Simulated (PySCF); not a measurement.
Molecule: `Fc1ncsc1F`, C$_{3}$HF$_{2}$NS.

Cartesian coordinates in Å; atom numbers follow the order of the lines, from 1:
```xyz
8

F    -1.3750    1.8086    0.4273
C    -0.5564    0.7665    0.3958
N     0.7703    0.9563    0.2795
C     1.4058   -0.1571    0.2658
S     0.4273   -1.5828    0.3962
C    -0.9505   -0.5415    0.4737
F    -2.1834   -1.0140    0.5917
H     2.4710   -0.2266    0.1802
```

Frames of a GFN2-xTB Langevin trajectory at 300 K; GIAO PBE0/pcSseg-1 shieldings in PySCF, gas phase, non-relativistic; equivalent atoms averaged within each frame.

Scale: 19F (σref 170.95) vs CFCl3; 13C (σref 186.93), 1H (σref 31.72) vs TMS; NH3 for 15N (σref 267.73); 33S (σref 503.73) against CS2 (reference shieldings calculated alike). The references are static minima.

How do the shifts (ppm) fluctuate along the trajectory?

Results:


| time (fs) | F1 | F7 | C2 | C6 | C4 | N3 | S5 | H8 |
| --- | --- | --- | --- | --- | --- | --- | --- | --- |
| optimised geometry | -135.4 | -178.4 | 154.0 | 154.8 | 138.0 | 343.3 | 244 | 7.66 |
| 250 | -126.1 | -175.9 | 157.7 | 150.6 | 142.4 | 334.3 | 207 | 8.25 |
| 425 | -125.2 | -176.4 | 160.0 | 154.4 | 140.8 | 369.5 | 249 | 7.39 |
| 625 | -148.9 | -156.8 | 155.2 | 160.2 | 136.9 | 350.1 | 237 | 8.40 |
| 800 | -128.2 | -183.8 | 150.6 | 151.2 | 135.7 | 358.1 | 259 | 7.84 |
| 1000 | -119.9 | -169.1 | 158.7 | 160.5 | 137.5 | 322.9 | 247 | 7.75 |
| mean of frames | -129.7 | -172.4 | 156.4 | 155.4 | 138.7 | 347.0 | 240 | 7.93 |
| standard deviation | 11.2 | 10.2 | 3.7 | 4.7 | 2.8 | 18.6 | 20 | 0.40 |

5 frames give an uncertainty of the mean of about the standard deviation over 2.2 at best, since frames this close in time may not be independent; classical motion lacks zero-point vibration, and the reference would need the same averaging.
